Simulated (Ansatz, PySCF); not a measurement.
Lewis adduct: AlH3 (SMILES [AlH3]) (first 4 atoms) with H2O (SMILES O); geometry from B3LYP-D3(BJ)/def2-TZVP.
(charge 0, multiplicity 1):
```xyz
7

Al    -0.0213     0.2183     0.3257
H      0.6033    -0.9348    -0.5657
H     -1.6083     0.3857     0.3374
H      0.8687     1.5100     0.6192
O      0.1113    -0.5471     2.2166
H     -0.7537    -0.6487     2.6342
H      0.6594    -0.0025     2.7963
```

Monomers are frozen at their geometry in the pair; levels with a basis set take the counterpoise correction. Rows marked so take none.

Rows in 6-31G* carry no dispersion term and start afresh at each structure (6-31G* with six Cartesian d functions).

The values were computed with Ansatz (a quantum-chemistry and plane-wave program); PySCF for 6-31G* rows. Values without a source in brackets are computed.

One of these levels gives -19.99 kcal/mol for the interaction energy. Name it.
(A) r2SCAN/def2-TZVPPD
(B) BP86/6-31G* (no counterpoise)
(C) HF/aug-cc-pV(D+d)Z

C, HF/aug-cc-pV(D+d)Z. The others give -26.67 (BP86/6-31G* (no counterpoise)), -24.47 (r2SCAN/def2-TZVPPD)
